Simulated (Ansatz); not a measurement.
Input for Ansatz (an electronic-structure program): R-PBE0/def2-TZVPP on C3H4 (SMILES C#CC).

Ansatz 0.2 input:
```yaml
crystal:
  periodic: [false, false, false]
  atoms:
    - {symbol: C, position_ang: [-0.93781773, -0.09186844, -0.12476066]}
    - {symbol: C, position_ang: [0.49683438, 0.04868969, 0.06608771]}
    - {symbol: C, position_ang: [1.68030703, 0.16459443, 0.22352717]}
    - {symbol: H, position_ang: [-1.16563013, -0.96551414, -0.73874733]}
    - {symbol: H, position_ang: [-1.35290355, 0.78715202, -0.62191458]}
    - {symbol: H, position_ang: [-1.44870193, -0.21028949, 0.83289706]}
    - {symbol: H, position_ang: [2.72801194, 0.26723593, 0.36291062]}
basis:
  gaussian:
    orbitals: def2-TZVPP
hamiltonian:
  xc: {name: PBE0}
scf: {lower_state_search: off}
```

**Question.** Predict the final total energy.

**Answer.** -116.5483 hartree.
